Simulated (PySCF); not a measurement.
Radial density of Ga³⁺ (gallium, charge +3)

UHF, [Ar] 3d10, closed-shell 1S. All numbers are calculated (PySCF 2.14, scalar relativity by spin-free X2C-1e, in cc-pVDZ-DK).

| r (bohr) | 4πr²ρ (e/bohr) |
| --- | --- |
| 0.000650 | 0.1822 |
| 0.00109 | 0.4718 |
| 0.00184 | 1.143 |
| 0.00309 | 2.723 |
| 0.00521 | 6.235 |
| 0.00876 | 13.19 |
| 0.0147 | 24.32 |
| 0.0248 | 35.61 |
| 0.0417 | 36.74 |
| 0.0701 | 30.28 |
| 0.118 | 39.51 |
| 0.198 | 38.77 |
| 0.334 | 20.97 |
| 0.561 | 26.91 |
| 0.944 | 12.39 |
| 1.59 | 1.564 |
| 2.67 | 0.04353 |
| 4.49 | 3.504e-05 |

Densities and radii are taken from the X2C orbitals without a picture-change correction, which distorts them close to the nucleus.
